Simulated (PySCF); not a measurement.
# Correlation energy of Fe(9+) (iron, charge +9)

[Ne] 3s2 3p5, 2P determinant. Calculation: PySCF 2.14, in an even-tempered Gaussian basis (18 s from 0.4 bohr⁻², ratio 2.5; 12 p from 0.52 bohr⁻², ratio 2.5; 5 d from 4.4 bohr⁻², ratio 2.7; 4 f from 6.5 bohr⁻², ratio 2.7); the non-relativistic Hamiltonian (point nucleus). Frozen: 1s2; 15 electrons correlated; the 21 highest virtual orbitals of each spin left out.

```csv
level,correlation energy (mhartree)
CCSD,-553.63
(T),-3.65
CCSD(T),-557.28
```

Diagnostics: T1 = 0.0025, D1 = 0.0096, largest double amplitude 0.038.

Cost of the coupled-cluster step: about 50 core-seconds, for 15 correlated electrons.

Iterations:

```
CC2 = 0
CCSD nocc = (np.int64(8), np.int64(7)), nmo = (85, 85)
frozen orbitals [[0, 86, 87, 88, 89, 90, 91, 92, 93, 94, 95, 96, 97, 98, 99, 100, 101, 102, 103, 104, 105, 106], [0, 86, 87, 88, 89, 90, 91, 92, 93, 94, 95, 96, 97, 98, 99, 100, 101, 102, 103, 104, 105, 106]]
max_cycle = 100
direct = 0
conv_tol = 1e-08
conv_tol_normt = 1e-06
diis_space = 8
diis_start_cycle = 0
Init t2, MP2 energy = -0.53796545884277
Init E_corr(UCCSD) = -0.537965458844125
cycle = 1  E_corr(UCCSD) = -0.549452209435093  dE = -0.0114867506  norm(t1,t2) = 0.018658
cycle = 2  E_corr(UCCSD) = -0.55273927523906  dE = -0.0032870658  norm(t1,t2) = 0.00484761
cycle = 3  E_corr(UCCSD) = -0.553642626393595  dE = -0.000903351155  norm(t1,t2) = 0.0015094
cycle = 4  E_corr(UCCSD) = -0.55363188015374  dE = 1.07462399e-05  norm(t1,t2) = 0.000123036
cycle = 5  E_corr(UCCSD) = -0.553627485918643  dE = 4.3942351e-06  norm(t1,t2) = 1.47908e-05
cycle = 6  E_corr(UCCSD) = -0.553628133670081  dE = -6.47751438e-07  norm(t1,t2) = 3.31105e-06
cycle = 7  E_corr(UCCSD) = -0.553628097110589  dE = 3.65594918e-08  norm(t1,t2) = 2.61391e-07
cycle = 8  E_corr(UCCSD) = -0.553628095368018  dE = 1.74257064e-09  norm(t1,t2) = 4.35661e-08
UCCSD converged
E(UCCSD) = -1234.150423572876  E_corr = -0.5536280953680185
UCCSD(T) correction = -0.0036509269531241
```
